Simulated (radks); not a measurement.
The numbers below are computed, except where a source is named.
Removal energies from the cadmium ion Cd10+, [Kr] 4d(3/2: 2, 5/2: 0), by Delta-SCF beside the eigenvalue of the level emptied. Code: a radial shooting solver on a logarithmic mesh with Libxc functionals. Model: Dirac Kohn-Sham, PBE, spin-unpolarised, spherical densities, finite nucleus; Fermi nuclear charge, rms radius of each element as measured or else 0.836 A^(1/3) + 0.57 fm. Sub-shells are occupied by j as written (lower j first in brackets).

removed from                                  final configuration  Delta-SCF (eV)  -eigenvalue (eV)
4d3/2                                     [Kr] 4d(3/2: 1, 5/2: 0)          195.50            184.03
4p3/2         [Ar] 3d10 4s2 4p(1/2: 2, 3/2: 3) 4d(3/2: 2, 5/2: 0)          257.15            244.79
4p1/2         [Ar] 3d10 4s2 4p(1/2: 1, 3/2: 4) 4d(3/2: 2, 5/2: 0)          264.48            251.87
4s1/2                        [Ar] 3d10 4s1 4p6 4d(3/2: 2, 5/2: 0)          302.08            289.05
